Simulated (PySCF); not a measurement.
# Assigning NMR signals

Numbering as in the mapped SMILES `[OH:1][SiH:2]([OH:3])[Si@:4]([F:5])([SiH3:6])[O:7][SiH3:8]`. Each H is labelled by its parent atom.

PySCF 2.14.0 with density-fitted response routines calculation with GFN2-xTB structure and σ from GIAO-PBE0/pcSseg-1; non-relativistic Hamiltonian, in vacuum, averaged over atoms made equivalent by symmetry, fast rotation or ring inversion, single conformer.

References, each an isolated molecule treated in the same way: TMS for ¹H (31.72 ppm).

Q: Assign these signals to the numbered atoms. ¹H NMR (600 MHz, computed): δ 5.75 (m, 1H), 5.19 (s, 3H), 3.52 (m, 3H), 1.84 (br s, 1H), 1.19 (br s, 1H).

A: 
5.75 → H(Si2), hydrogen on a silicon bonded to 2 O, Si
5.19 → H(Si8), hydrogen on a silicon bonded to O
3.52 → H(Si6), hydrogen on a silicon bonded to Si
1.84 → H(O1), hydrogen on an oxygen bonded to Si: labile proton, position sensitive to the medium
1.19 → H(O3), hydrogen on an oxygen bonded to Si

OH/NH shifts are gas-phase values; hydrogen bonding in solution moves them, usually downfield. No couplings were computed; multiplicities are counted from neighbouring protons, with m where these are inequivalent, close in shift, in a saturated or five-membered ring or joined by F or P, and br s for small geminal =CH2 splittings.
